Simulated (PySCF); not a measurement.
PySCF input for Cd(OH)(SH) (CdH2OS), SMILES [OH][Cd][SH], TDA-B3LYP/def2-SVPD. The structure is a stationary point at r2SCAN-D4/def2-TZVP. The def2 effective core potentials stand for the cores of Cd; spin–orbit coupling is left out. The values are those of a single conformer.

```python
import numpy as np
from pyscf import gto, scf, dft, tdscf

mol = gto.M(
    atom='''
    Cd    0.21169506   -0.18694211   -0.06019943
    O     1.75755701   -1.32453439   -0.50293969
    H     1.70312221   -2.18632705   -0.07467350
    S    -1.55959477    1.24826503    0.34721315
    H    -0.97142471    1.78358272    1.43235338
    ''',
    basis='def2-SVPD',
    ecp={'Cd': 'def2-svp'},
    charge=0,
    spin=0,
    max_memory=1600,
    verbose=4,
)
mf = dft.RKS(mol, xc='b3lyp').density_fit(auxbasis='def2-universal-jkfit')
mf.grids.level = 3
mf.conv_tol = 1e-9
mf.max_cycle = 100
mf.kernel()
mf.grids = dft.Grids(mol).set(level=1).build(with_non0tab=True)  # coarser grid for the response kernel
td = tdscf.TDA(mf)
td.singlet = True
td.nstates = 10
td.conv_tol = 1e-4
td.kernel(x0=td.get_init_guess(mf, 15))
td.analyze()
tt = tdscf.TDA(mf)
tt.singlet = False
tt.nstates = 4
tt.conv_tol = 1e-4
tt.kernel(x0=tt.get_init_guess(mf, 9))
tt.analyze(verbose=3)
```

Log of the run:

```
PySCF version 2.14.0

[INPUT] verbose = 4
[INPUT] num. atoms = 5
[INPUT] num. electrons = 46
[INPUT] charge = 0
[INPUT] spin (= nelec alpha-beta = 2S) = 0
[INPUT] symmetry False subgroup None
[INPUT] Mole.unit = angstrom
[INPUT] Symbol           X                Y                Z      unit          X                Y                Z       unit  Magmom
[INPUT]  1 Cd     0.211695060000  -0.186942110000  -0.060199430000 AA    0.400045685323  -0.353269389048  -0.113760435555 Bohr   0.0
[INPUT]  2 O      1.757557010000  -1.324534390000  -0.502939690000 AA    3.321301397209  -2.503007239668  -0.950418271274 Bohr   0.0
[INPUT]  3 H      1.703122210000  -2.186327050000  -0.074673500000 AA    3.218434533564  -4.131559343228  -0.141112463763 Bohr   0.0
[INPUT]  4 S     -1.559594770000   1.248265030000   0.347213150000 AA   -2.947206980604   2.358879037572   0.656137760348 Bohr   0.0
[INPUT]  5 H     -0.971424710000   1.783582720000   1.432353380000 AA   -1.835726652535   3.370482861307   2.706755601795 Bohr   0.0

nuclear repulsion = 153.521819961622
number of shells = 40
number of NR pGTOs = 158
number of NR cGTOs = 100
basis = def2-SVPD
ecp = {'Cd': 'def2-svp'}


[settings echo left out]
init E= -628.217854714496
  HOMO = -0.645201761997669  LUMO = -0.598139133230186  gap/eV = 1.28064
cycle= 1 E= -640.829535798116  delta_E= -12.6  |g|=  2.3  |ddm|= 6.79
  HOMO = 0.0363861503358147  LUMO = 0.0386355332392336  gap/eV = 0.06121
cycle= 2 E= -599.019945840178  delta_E= 41.8  |g|= 8.59  |ddm|= 85.7
  HOMO = -0.314160407400472  LUMO = -0.164725723946155  gap/eV = 4.06632
cycle= 3 E= -642.220120897317  delta_E= -43.2  |g|= 0.43  |ddm|= 86.2
  HOMO = -0.266086318886726  LUMO = -0.0539480109535048  gap/eV = 5.77258
cycle= 4 E= -642.251474261628  delta_E= -0.0314  |g|= 0.408  |ddm|= 1.51
  HOMO = -0.254723685496165  LUMO = -0.0594067206774778  gap/eV = 5.31485
cycle= 5 E= -642.273941659999  delta_E= -0.0225  |g|= 0.207  |ddm|= 0.477
  HOMO = -0.265773067869164  LUMO = -0.06528632185487  gap/eV = 5.45552
cycle= 6 E= -642.2827770988  delta_E= -0.00884  |g|= 0.027  |ddm|= 0.177
  HOMO = -0.264579275526906  LUMO = -0.068054076677746  gap/eV = 5.34772
cycle= 7 E= -642.282989511754  delta_E= -0.000212  |g|= 0.00725  |ddm|= 0.0447
  HOMO = -0.26593440811662  LUMO = -0.0686936366692981  gap/eV = 5.36719
cycle= 8 E= -642.282999656155  delta_E= -1.01e-05  |g|= 0.0034  |ddm|= 0.0135
  HOMO = -0.26539054361182  LUMO = -0.0686245493557536  gap/eV = 5.35428
cycle= 9 E= -642.283003032302  delta_E= -3.38e-06  |g|= 0.000574  |ddm|= 0.00489
  HOMO = -0.265478690998288  LUMO = -0.0686547359707917  gap/eV = 5.35585
cycle= 10 E= -642.283003119854  delta_E= -8.76e-08  |g|= 7.68e-05  |ddm|= 0.000848
  HOMO = -0.26546405184923  LUMO = -0.0686465731704797  gap/eV = 5.35568
cycle= 11 E= -642.283003121677  delta_E= -1.82e-09  |g|= 2.33e-05  |ddm|= 0.000152
  HOMO = -0.265467397565223  LUMO = -0.0686468398445892  gap/eV = 5.35576
cycle= 12 E= -642.283003121807  delta_E= -1.3e-10  |g|= 4.84e-06  |ddm|= 3.62e-05
  HOMO = -0.265466605750776  LUMO = -0.0686470191558649  gap/eV = 5.35573
Extra cycle  E= -642.283003121806  delta_E= 1.14e-12  |g|= 6.31e-06  |ddm|= 1.35e-05
converged SCF energy = -642.283003121806
tot grids = 24648


******** <class 'pyscf.tdscf.rks.TDA'> for <class 'pyscf.df.df_jk.DFRKS'> ********
nstates = 10 singlet
deg_eia_thresh = 1.000e-03
wfnsym = None
conv_tol = 0.0001
eigh lindep = 1e-12
eigh level_shift = 0
eigh max_cycle = 100


Excitation energies (eV)
[4.3514723  4.9381473  5.48168739 5.69594892 6.02371239 6.21260851
 6.40700074 6.64132019 6.7904585  6.94914052]

** Singlet excitation energies and oscillator strengths **
Excited State   1:      4.35147 eV    284.92 nm  f=0.0229
      23 -> 24       -0.70332
Excited State   2:      4.93815 eV    251.07 nm  f=0.0189
      22 -> 24        0.70102
Excited State   3:      5.48169 eV    226.18 nm  f=0.0001
      23 -> 25       -0.70409
Excited State   4:      5.69595 eV    217.67 nm  f=0.0372
      21 -> 24        0.43790
      22 -> 25        0.17334
      23 -> 26       -0.51876
Excited State   5:      6.02371 eV    205.83 nm  f=0.0715
      20 -> 24        0.36851
      21 -> 24       -0.26524
      22 -> 25       -0.42297
      23 -> 26       -0.32072
Excited State   6:      6.21261 eV    199.57 nm  f=0.0183
      23 -> 27       -0.68342
      23 -> 28       -0.14662
Excited State   7:      6.40700 eV    193.51 nm  f=0.0003
      22 -> 26        0.70234
Excited State   8:      6.64132 eV    186.69 nm  f=0.0172
      20 -> 24        0.25617
      21 -> 25       -0.62543
Excited State   9:      6.79046 eV    182.59 nm  f=0.0166
      20 -> 24        0.33325
      21 -> 25        0.26986
      21 -> 26       -0.49422
      22 -> 25        0.15041
      23 -> 26        0.12699
Excited State  10:      6.94914 eV    178.42 nm  f=0.5082
      20 -> 24       -0.19857
      20 -> 25        0.12887
      21 -> 24       -0.34698
      21 -> 26       -0.26852
      21 -> 27       -0.14651
      21 -> 28       -0.10848
      22 -> 25        0.26625
      23 -> 26       -0.25141
      23 -> 28        0.13451

** Transition electric dipole moments (AU) **
state          X           Y           Z        Dip. S.      Osc.
  1        -0.1172     -0.3791      0.2385      0.2144      0.0229
  2         0.1544      0.1830      0.3138      0.1558      0.0189
  3        -0.0014      0.0147     -0.0177      0.0005      0.0001
  4         0.4216     -0.2950     -0.0452      0.2668      0.0372
  5        -0.5671      0.2058      0.3468      0.4843      0.0715
  6        -0.1717     -0.2347      0.1890      0.1203      0.0183
  7        -0.0349     -0.0127      0.0181      0.0017      0.0003
  8         0.2092     -0.2489     -0.0132      0.1059      0.0172
  9         0.1747     -0.2588      0.0474      0.0998      0.0166
 10        -1.3685      1.0116      0.2976      2.9848      0.5082

WARN: ECP detected. Skipping calculation of transition velocity and magnetic dipole moments, which have not yet been implemented.



******** <class 'pyscf.tdscf.rks.TDA'> for <class 'pyscf.df.df_jk.DFRKS'> ********
nstates = 4 triplet
deg_eia_thresh = 1.000e-03
wfnsym = None
conv_tol = 0.0001
eigh lindep = 1e-12
eigh level_shift = 0
eigh max_cycle = 100


Excitation energies (eV)
[3.98958118 4.5051216  4.8511712  5.34412785]

** Triplet excitation energies and oscillator strengths **
Excited State   1:      3.98958 eV    310.77 nm  f=0.0000
Excited State   2:      4.50512 eV    275.21 nm  f=0.0000
Excited State   3:      4.85117 eV    255.58 nm  f=0.0000
Excited State   4:      5.34413 eV    232.00 nm  f=0.0000
```

Self-consistency was reached.
